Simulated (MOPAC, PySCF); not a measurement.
H$_{4}$SSi, SMILES `[SiH3]S`, neutral singlet in the gas phase. 

Z-matrix (Å, degrees):
```
Si
H 1 1.4913
H 1 1.4945 2 109.84
H 1 1.4946 2 109.84 3 -119.56
S 1 2.1509 2 104.76 4 -120.22
H 5 1.3546 1 94.32 2 180.00
```
Charge 0, spin multiplicity 1.

All levels are single points at this geometry (PBE-D3(BJ)/def2-TZVP); Pople sets use spherical d functions. Orbital energies aren't observables, and empty levels follow the basis.

HF/3-21G in PySCF gives HOMO (eV) = -10.47.

Estimate the HOMO (eV) from each of these levels: PBE-D3(BJ)/def2-TZVP in PySCF; B3LYP/6-311+G** in PySCF; B3LYP/6-31G* in PySCF; BP86/6-31G* in PySCF; M06-2X/6-31G* in PySCF; PBE/6-31G* in PySCF; SVWN5/6-31G* in PySCF; HF/6-31G* in PySCF; HF/STO-3G in PySCF; AM1 in MOPAC; PM6 in MOPAC; PM7 in MOPAC.


```
level                          HOMO (eV)
-----------------------------  ---------
PBE-D3(BJ)/def2-TZVP in PySCF      -6.28
B3LYP/6-311+G** in PySCF           -7.26
B3LYP/6-31G* in PySCF              -7.13
BP86/6-31G* in PySCF               -6.27
M06-2X/6-31G* in PySCF             -8.55
PBE/6-31G* in PySCF                -6.16
SVWN5/6-31G* in PySCF              -6.21
HF/6-31G* in PySCF                -10.30
HF/STO-3G in PySCF                 -7.11
AM1 in MOPAC                       -9.64
PM6 in MOPAC                       -9.49
PM7 in MOPAC                       -9.51
```
